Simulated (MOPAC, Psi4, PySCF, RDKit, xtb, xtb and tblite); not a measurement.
Internal rotation in C₇H₆OS, SMILES c1c(C=O)cc(S)cc1. Scanned: dihedral O1–C2–C3–C4; all other coordinates were relaxed at GFN2-xTB. Points at φ and −φ are mirror images.

Geometry of the scan point at 90° (Å):
```
15

O      2.1040    -2.3941     0.5978
C      2.0758    -1.3270     0.0562
C      0.8772    -0.4560    -0.0849
C      0.5818     0.4883     0.8908
C     -0.5309     1.3001     0.7446
C     -1.3473     1.1772    -0.3628
C     -1.0524     0.2291    -1.3361
S     -2.1237     0.1029    -2.7338
C      0.0610    -0.5884    -1.1994
H      2.9912    -0.8893    -0.3994
H      1.2174     0.5804     1.7581
H     -0.7639     2.0331     1.5017
H     -2.2155     1.8070    -0.4814
H     -1.4805    -0.9058    -3.3197
H      0.2942    -1.3306    -1.9497
```

Methods: GFN2-xTB (xtb and tblite); MMFF94 // GFN2-xTB (RDKit); PBE/def2-SVP // GFN2-xTB (Psi4); PBE-D3(BJ)/def2-SVP // GFN2-xTB (Psi4); UFF // GFN2-xTB (RDKit); PM7, restricted, heats of formation // GFN2-xTB (MOPAC); AM1, restricted, heats of formation // GFN2-xTB (MOPAC); GFN1-xTB // GFN2-xTB (xtb); RKS-B3LYP/6-31G* = PySCF with restricted B3LYP/6-31G*, spherical d, density fitting // GFN2-xTB; RHF/STO-3G = restricted Hartree-Fock/STO-3G // GFN2-xTB (PySCF 2.14.0); RKS-B3LYP/6-311+G** = restricted B3LYP/6-311+G**, spherical d, density fitting // GFN2-xTB in PySCF; RKS-LDA (SVWN5)/6-31G* = restricted LDA (SVWN5)/6-31G*, spherical d, density fitting // GFN2-xTB (PySCF).

Least-squares fit of E(φ) = a0 + Σ (a_n cos nφ + b_n sin nφ), n = 1 to 4, to the 24 scan points, in kJ/mol above the lowest point of each profile (levels whose profile four harmonics don't fit are not listed):

| method | a0 | a1 | b1 | a2 | b2 | a3 | b3 | a4 | b4 | rms of fit |
|---|---|---|---|---|---|---|---|---|---|---|
| GFN2-xTB | 11.61 | 1.00 | 0.00 | -11.50 | 0.00 | -0.10 | 0.00 | 0.80 | 0.00 | 0.06 |
| MMFF94 | 17.70 | 1.47 | 0.00 | -17.73 | 0.00 | -0.23 | 0.00 | 1.48 | 0.00 | 0.13 |
| PBE/def2-SVP | 21.36 | 1.31 | 0.00 | -21.59 | 0.00 | -0.24 | 0.00 | 1.40 | 0.00 | 0.19 |
| PBE-D3(BJ)/def2-SVP | 21.44 | 1.33 | 0.00 | -21.66 | 0.00 | -0.25 | 0.00 | 1.42 | 0.00 | 0.19 |
| UFF | 16.72 | 0.54 | 0.00 | -18.78 | 0.00 | -0.79 | 0.00 | 2.32 | 0.00 | 0.25 |
| PM7 | 4.48 | 0.73 | 0.00 | -3.53 | 0.00 | 0.08 | 0.00 | -0.27 | 0.00 | 0.12 |
| AM1 | 6.58 | 0.36 | 0.00 | -6.04 | 0.00 | 0.29 | 0.00 | -0.02 | 0.00 | 0.08 |
| GFN1-xTB | 12.08 | 0.97 | 0.00 | -11.77 | 0.00 | -0.09 | 0.00 | 0.49 | 0.00 | 0.06 |
| RKS-B3LYP/6-31G* | 20.39 | 1.10 | 0.00 | -20.88 | 0.00 | -0.17 | 0.00 | 1.54 | 0.00 | 0.16 |
| RHF/STO-3G | 12.49 | 0.56 | 0.00 | -12.29 | 0.00 | 0.03 | 0.00 | 0.26 | 0.00 | 0.09 |
| RKS-B3LYP/6-311+G** | 17.83 | 1.15 | 0.00 | -18.17 | 0.00 | -0.09 | 0.00 | 1.51 | 0.00 | 0.16 |
| RKS-LDA (SVWN5)/6-31G* | 23.32 | 1.33 | 0.00 | -23.86 | 0.00 | -0.28 | 0.00 | 1.78 | 0.00 | 0.23 |
